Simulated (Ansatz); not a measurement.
The cluster Mg₇O₇. The state is a singlet with charge 0. Geometry PBE-D4/def2-SVP, that of the charge -1 doublet.

Cartesian coordinates in Å:
```
Mg 1.3901 2.3096 0.5306
Mg 3.4452 1.2417 -1.4680
Mg -3.5352 -1.3283 1.4778
Mg 1.2056 -0.7137 -1.2330
Mg -0.9596 1.4638 1.5201
Mg -1.1520 -0.9248 0.1785
Mg -1.5589 -3.3277 -1.0395
O 3.0448 2.6274 -0.3403
O -2.6612 -2.4527 0.2268
O 0.2909 0.4991 0.1186
O -2.2768 0.0781 1.5192
O 0.1005 2.9671 1.7657
O -0.1802 -2.0573 -1.1607
O 2.8467 -0.3823 -2.0960
```

At PBE-D4/def2-SVP an occupied level lies above an empty one. The structure comes from a short search, and lower isomers may exist.

**Question.** Estimate the orbital energies around the gap (eV) in Ansatz with PBE-D4/def2-SVP, PBE0-D4/def2-SVP.

**Answer.** 
```tsv
orbital	PBE-D4/def2-SVP	PBE0-D4/def2-SVP
HOMO−5	-4.94	-5.51
HOMO−4	-4.59	-5.50
HOMO−3	-4.48	-5.16
HOMO−2	-4.35	-5.03
HOMO−1	-4.32	-4.96
HOMO	-4.18	-4.71
LUMO	-4.24	-3.88
LUMO+1	-3.84	-3.45
LUMO+2	-1.47	-0.79
LUMO+3	-1.15	-0.66
LUMO+4	-1.03	-0.62
LUMO+5	-0.93	-0.11
```
